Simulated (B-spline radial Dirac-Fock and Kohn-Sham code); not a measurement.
## Rh⁺ 4p1/2: cross section and angular parameters

System: Rh⁺, [Kr] 4d8; threshold 66.57 eV (orbital energy of the model). Calculated with a radial finite-basis atomic code, using Dirac-Hartree-Slater photoionisation with a Latter tail; cross sections with all multipoles, angular parameters from the dipole term and its interference with E2.

The run's input, task.json:

```json
{"items": [{
  "Z": 45,
  "q": 1,
  "cfg": [[1, 0, 2], [2, 0, 2], [2, 1, 6], [3, 0, 2], [3, 1, 6], [3, 2, 10], [4, 0, 2], [4, 1, 6], [4, 2, 8]],
  "A": 103,
  "rrms": 4.4945,
  "do": "xps",
  "hv": [60, 84.1, 100, 115.0, 125.0, 139.0, 140.0, 235.0, 300, 469.0, 513.0, 596.0, 600, 663.0, 800, 849.0, 883.0, 915.0, 944.0, 984.0, 1180.0, 1220.0, 1850.0, 2280.0, 2320.0, 3420.0, 4000, 5520.0, 6000, 9251.7]
}]}
```

Command: `python xray2_run.py task.json out`

For linearly polarised light dσ/dΩ = σ/(4π) [1 + β P₂(cos θ) + (δ + γ cos²θ) sin θ cos φ], with θ from the polarisation vector and φ the angle between the beam and the projection of the electron momentum on the plane normal to the polarisation.

```tsv
hν (eV)	σ (kb)	β	γ	δ
84.1	328	1.273	0.000	-0.008
100	178	0.365	0.516	-0.073
115	134	-0.115	0.347	-0.054
125	122	-0.175	0.150	-0.026
139	114	-0.060	-0.023	0.006
140	114	-0.047	-0.030	0.007
235	94.9	0.958	0.139	0.027
300	80.4	1.247	0.213	0.016
469	50.9	1.535	0.158	0.003
513	45.4	1.569	0.131	0.002
596	37.1	1.614	0.084	0.001
600	36.7	1.616	0.082	0.001
663	31.8	1.638	0.052	0.000
800	23.9	1.667	0.007	-0.001
849	21.7	1.673	-0.003	-0.001
883	20.4	1.676	-0.009	-0.001
915	19.2	1.678	-0.014	-0.001
944	18.3	1.680	-0.017	-0.001
984	17.0	1.682	-0.020	-0.001
1180	12.4	1.683	-0.020	0.000
1220	11.7	1.683	-0.017	0.000
1850	5.27	1.649	0.087	0.002
2280	?	?	?	?
2320	3.30	1.615	0.196	0.004
3420	1.38	1.536	0.458	0.013
4000	0.953	1.497	0.585	0.019
5520	0.426	1.404	0.873	0.036
6000	0.343	1.378	0.952	0.042
9251.7	0.106	1.228	1.372	0.085
```

Task: Give the values at 2280 eV.

Result: σ = 3.42 kb, β = 1.618, γ = 0.187, δ = 0.004.
